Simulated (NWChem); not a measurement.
System: C₃H₄ClF; SMILES C(/C)(=C/Cl)F

The following NWChem deck was run.

```
start job
memory heap 200 mb stack 900 mb global 1100 mb
geometry units angstroms noautosym nocenter noautoz
  C     -1.422875     1.035822     0.000000
  C      0.046481     0.857251     0.000000
  F      0.725513     2.010645     0.000000
  C      0.759666    -0.272560     0.000000
  Cl     0.049839    -1.841226     0.000000
  H     -1.733602     1.609553     0.887607
  H     -1.933888     0.066197     0.000000
  H     -1.733602     1.609553    -0.887607
  H      1.850360    -0.248299     0.000000
end
basis spherical
  C library 6-31g*
  F library 6-31g*
  Cl library 6-31g*
  H library 6-31g*
end
dft
  xc m06-2x
  iterations 150
end
cosmo
  dielec 2.0
end
task dft energy
```

Excerpt of the output:

```
             Northwest Computational Chemistry Package (NWChem) 7.3.0
             --------------------------------------------------------

                             Geometry "geometry" -> ""
                             -------------------------

 Output coordinates in angstroms (scale by  1.889725989 to convert to a.u.)

  No.       Tag          Charge          X              Y              Z
 ---- ---------------- ---------- -------------- -------------- --------------
    1 C                    6.0000    -1.42287500     1.03582200     0.00000000
    2 C                    6.0000     0.04648100     0.85725100     0.00000000
    3 F                    9.0000     0.72551300     2.01064500     0.00000000
    4 C                    6.0000     0.75966600    -0.27256000     0.00000000
    5 Cl                  17.0000     0.04983900    -1.84122600     0.00000000
    6 H                    1.0000    -1.73360200     1.60955300     0.88760700
    7 H                    1.0000    -1.93388800     0.06619700     0.00000000
    8 H                    1.0000    -1.73360200     1.60955300    -0.88760700
    9 H                    1.0000     1.85036000    -0.24829900     0.00000000

 Effective nuclear repulsion energy (a.u.)     210.6663622974

                                 NWChem DFT Module
                                 -----------------

 Summary of "ao basis" -> "ao basis" (spherical)
 ------------------------------------------------------------------------------
       Tag                 Description            Shells   Functions and Types
 ---------------- ------------------------------  ------  ---------------------
 C                           6-31g*                  6       14   3s2p1d
 F                           6-31g*                  6       14   3s2p1d
 Cl                          6-31g*                  8       18   4s3p1d
 H                           6-31g*                  2        2   2s

 in cosmo_initialize ...

 solvent parameters
 solvname_short: unkn
 solvname_long:  unknown
 dielec:        2.0000

          ---------------
          -cosmo- solvent
          ---------------
 Cosmo: York-Karplus, doi: 10.1021/jp992097l
 dielectric constant -eps-     =   2.00
 screen = (eps-1)/(eps    )    =   0.50000
 surface charge correction     = lagrangian

   van der Waals surface
 --------------------------

[...]

                                   COSMO solvation results
                                   -----------------------

                 gas phase energy =      -676.605835745488
                 sol phase energy =      -676.607666949996
 (electrostatic) solvation energy =         0.001831204508 (    1.15 kcal/mol)

                       DFT Final Molecular Orbital Analysis
                       ------------------------------------

 Vector   22  Occ=2.000000D+00  E=-4.306076D-01
              MO Center=  1.1D-01, -1.2D+00, -2.6D-09, r^2= 2.4D+00
   Bfn.  Coefficient  Atom+Function         Bfn.  Coefficient  Atom+Function
  ----- ------------  ---------------      ----- ------------  ---------------
    65      0.609355  5 Cl pz                69      0.305961  5 Cl pz
    61     -0.236164  5 Cl pz                47      0.234333  4 C  pz
    51      0.166265  4 C  pz                 5     -0.111873  1 C  pz
    33     -0.093357  3 F  pz                19      0.083982  2 C  pz
    37     -0.070443  3 F  pz                76     -0.068316  6 H  s

 Vector   23  Occ=2.000000D+00  E=-3.802357D-01
              MO Center=  1.3D-01, -1.5D+00,  1.4D-11, r^2= 2.1D+00
   Bfn.  Coefficient  Atom+Function         Bfn.  Coefficient  Atom+Function
  ----- ------------  ---------------      ----- ------------  ---------------
    63      0.639602  5 Cl px                67      0.345406  5 Cl px
    64     -0.255533  5 Cl py                59     -0.245445  5 Cl px
    68     -0.151386  5 Cl py                82     -0.143575  9 H  s
    45     -0.142297  4 C  px                20      0.125939  2 C  s
    81     -0.120722  9 H  s                 18     -0.102609  2 C  py

 Vector   24  Occ=2.000000D+00  E=-2.979680D-01
              MO Center=  2.5D-01, -1.1D-01, -2.5D-09, r^2= 2.9D+00
   Bfn.  Coefficient  Atom+Function         Bfn.  Coefficient  Atom+Function
  ----- ------------  ---------------      ----- ------------  ---------------
    65      0.395088  5 Cl pz                47     -0.361748  4 C  pz
    19     -0.344094  2 C  pz                51     -0.292034  4 C  pz
    69      0.258755  5 Cl pz                23     -0.211018  2 C  pz
    33      0.207547  3 F  pz                37      0.175750  3 F  pz
    61     -0.149303  5 Cl pz                76      0.107864  6 H  s

 Vector   25  Occ=0.000000D+00  E= 5.328787D-02
              MO Center=  1.7D-01,  3.8D-01,  1.8D-09, r^2= 2.7D+00
   Bfn.  Coefficient  Atom+Function         Bfn.  Coefficient  Atom+Function
  ----- ------------  ---------------      ----- ------------  ---------------
    51     -0.615857  4 C  pz                23      0.578836  2 C  pz
    19      0.470697  2 C  pz                47     -0.391125  4 C  pz
    76     -0.337831  6 H  s                 80      0.337831  8 H  s
    69      0.185810  5 Cl pz                37     -0.175399  3 F  pz
    33     -0.156569  3 F  pz                 9      0.150685  1 C  pz

 Vector   26  Occ=0.000000D+00  E= 8.702058D-02
              MO Center=  2.6D-01, -1.1D+00, -1.4D-09, r^2= 3.0D+00
   Bfn.  Coefficient  Atom+Function         Bfn.  Coefficient  Atom+Function
  ----- ------------  ---------------      ----- ------------  ---------------
    48      0.974979  4 C  s                 68     -0.900013  5 Cl py
    50     -0.782119  4 C  py                66     -0.759460  5 Cl s
    67     -0.415992  5 Cl px                64     -0.382194  5 Cl py
    46     -0.355566  4 C  py                62     -0.233910  5 Cl s
    49     -0.226676  4 C  px                34      0.222433  3 F  s

[...]
```

Level: M06-2X/6-31G* (spherical d), COSMO on the gas-phase geometry. Structure relaxed at the PBE0/def2-SVP level. COSMO prints the solvation energy as gas minus solution, so a positive value is a stabilisation.
